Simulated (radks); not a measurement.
Problem. The argon ion Ar+, 17 electrons, occupied as [Ne] 3s2 3p5 (the NIST ground configuration). Calculated with a radial shooting solver on a logarithmic mesh with Libxc functionals: scalar-relativistic Kohn-Sham, BLYP, spin-polarised, spherical densities, finite nucleus; open shells are filled with parallel spins first; Fermi nuclear charge, rms radius 3.4274 fm. Some entries of the table are withheld. Estimate them.

| orbital | occ. | eigenvalue (Ry) | <1/r> (bohr^-1) |
|---|---|---|---|
| 1s up | 1 | -230.5103 | 17.69 |
| 1s down | 1 | -230.4948 | 17.70 |
| 2s up | 1 | -22.84715 | 3.552 |
| 2s down | 1 | -22.83381 | 3.551 |
| 2p up | 3 | -17.93599 | 3.455 |
| 2p down | 3 | -17.91672 | 3.454 |
| 3s up | 1 | (1) | (2) |
| 3s down | 1 | (3) | (4) |
| 3p up | 3 | -1.64974 | 0.8826 |
| 3p down | 2 | -1.57430 | 0.8754 |

Solution. 
(1) 3s up eigenvalue (Ry): -2.72202
(2) 3s up <1/r> (bohr^-1): 1.019
(3) 3s down eigenvalue (Ry): -2.63961
(4) 3s down <1/r> (bohr^-1): 1.016
